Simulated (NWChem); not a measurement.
Molecule: SiBiH5; SMILES [BiH2][SiH3]

```xyz
7

Bi     0.0005    -0.4613     0.0264
H     -1.2985    -0.4489    -1.2157
H      1.2462    -0.4462    -1.2693
Si     0.0002     2.2135     0.0135
H     -0.0496     2.7795    -1.3678
H      1.2380     2.7056     0.6945
H     -1.1846     2.7070     0.7821
```
Atoms are numbered in this order, from 1.

The geometry was optimised at PBE0/def2-SVP. def2 effective core potentials on Bi; no spin-orbit coupling.

Question: List the 4 lowest vertical singlet excitations from BHandHLYP/def2-SVP with def2 effective core potentials on Bi, TDA (NWChem).

Answer: 
```json
[
 {"state": "S1", "energy (eV)": "6.04", "oscillator strength": "0.015", "leading excitation (squared amplitude)": "HOMO → LUMO+1 (0.97)"},
 {"state": "S2", "energy (eV)": "6.43", "oscillator strength": "0.088", "leading excitation (squared amplitude)": "HOMO → LUMO+2 (0.45)"},
 {"state": "S3", "energy (eV)": "6.73", "oscillator strength": "0.290", "leading excitation (squared amplitude)": "HOMO → LUMO+2 (0.49)"},
 {"state": "S4", "energy (eV)": "7.34", "oscillator strength": "0.041", "leading excitation (squared amplitude)": "HOMO−1 → LUMO+1 (0.65)"}
]
```
